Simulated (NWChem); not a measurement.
Species: SiH$_{4}$SeS; SMILES [SiH3][Se]S

```xyz
7

Se     0.8552    -0.0635     0.0029
S     -0.6966    -1.6609     0.1180
H     -0.8472    -1.8378    -1.2159
Si    -0.6462     1.6705    -0.0158
H     -1.4865     1.6478     1.2151
H     -1.5174     1.5879    -1.2244
H      0.1720     2.9207    -0.0613
```
Atoms are numbered in this order, from 1.

Level: PBE0/def2-SVP (NWChem), optimised geometry, unscaled harmonic frequencies. This build's default masses of Se (78.918 u) and Br (79.917 u) are each other's, which moves their modes by up to 0.6 %.

| frequency (cm⁻¹) | IR intensity (km/mol) |
|---|---|
| 116 | 0.5 |
| 156 | 0.3 |
| 265 | 20.4 |
| 391 | 10.4 |
| 400 | 1.7 |
| 589 | 11.0 |
| 591 | 11.7 |
| 827 | 6.3 |
| 899 | 322.2 |
| 922 | 46.4 |
| 944 | 48.4 |
| 2229 | 87.4 |
| 2244 | 82.1 |
| 2254 | 78.2 |
| 2686 | 0.2 |

| Quantity | Result |
|---|---|
| zero-point energy | 22.2 kcal/mol |
| thermal correction to the enthalpy at 298.15 K (with zero-point energy) | 26.4 kcal/mol |
| heat capacity Cv | 18.6 cal/(mol K) |
| entropy at 298.15 K and 1 atm (symmetry number 1) | 78.5 cal/(mol K) |
| dipole moment | 1.31 D |

Rigid rotor and harmonic oscillator.
